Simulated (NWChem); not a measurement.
Species: CH6SeSi; SMILES C[Se][SiH3]

This build's default masses of Se (78.918 u) and Br (79.917 u) are each other's, which moves their modes by up to 0.6 %.

Give the equilibrium geometry at PBE0/def2-SVP (NWChem) as a list of bonds and angles, with the point group.

point group Cs; any orientation.
Bonds (Å): Se1–C2 1.958, Se1–Si6 2.277, C2–H3 1.098, C2–H4 1.098, C2–H5 1.098, Si6–H7 1.496, Si6–H8 1.496, Si6–H9 1.491. Bond angles (°): C2–Se1–Si6 97.2, Se1–C2–H3 106.4, Se1–C2–H4 110.8, Se1–C2–H5 110.8, H3–C2–H4 109.2, H3–C2–H5 109.1, H4–C2–H5 110.4, Se1–Si6–H7 111.5, Se1–Si6–H8 111.5, Se1–Si6–H9 106.1, H7–Si6–H8 108.1, H7–Si6–H9 109.9, H8–Si6–H9 109.9.
